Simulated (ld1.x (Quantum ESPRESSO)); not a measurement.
An all-electron radial function and its pseudo partner (Ni (Z = 28))

Columns: radius, all-electron u(r) and pseudo u(r) of the 4s shell (level -5.64 eV) of nickel in the configuration [Ar] 3d8 4s2 4p0; PBE, scalar-relativistic, ultrasoft scheme, ld1.x (Quantum ESPRESSO) 7.5.

```csv
r (bohr),all-electron,pseudo
0.185,-0.1602,-0.0440
0.370,0.1375,-0.0919
0.555,0.2750,-0.1464
0.740,0.1786,-0.2091
0.925,-0.0075,-0.2793
1.110,-0.1961,-0.3544
1.295,-0.3536,-0.4302
1.480,-0.4724,-0.5013
1.665,-0.5551,-0.5622
1.850,-0.6075,-0.6081
2.035,-0.6356,-0.6356
2.220,-0.6447,-0.6447
2.405,-0.6394,-0.6394
2.590,-0.6234,-0.6234
2.775,-0.5997,-0.5997
2.960,-0.5707,-0.5707
3.145,-0.5383,-0.5383
3.330,-0.5041,-0.5041
3.515,-0.4692,-0.4692
3.700,-0.4346,-0.4346
3.885,-0.4008,-0.4008
4.070,-0.3683,-0.3683
4.255,-0.3374,-0.3374
4.440,-0.3083,-0.3083
4.625,-0.2811,-0.2811
4.810,-0.2558,-0.2558
```

Task: How many radial nodes do the two functions have?

Result: The all-electron 4s function has n − l − 1 = 3 (the table is too coarse to show those close to the nucleus); the pseudo-wave has 0, since the states of the same l below it are removed with the core.

Task: At about which radius was the pseudo-wave matched?

Result: 2.00 bohr, where the columns begin to agree (steps of 0.18 bohr).

Task: Where does each function peak?

Result: Outermost all-electron maximum near 2.22 bohr, pseudo maximum near 2.22 bohr (to the table’s step).

Task: Is the pseudo-wave norm-conserving?

Result: No, it belongs to an ultrasoft set: the norm inside the radius is not constrained, and the difference is carried by the augmentation charge.
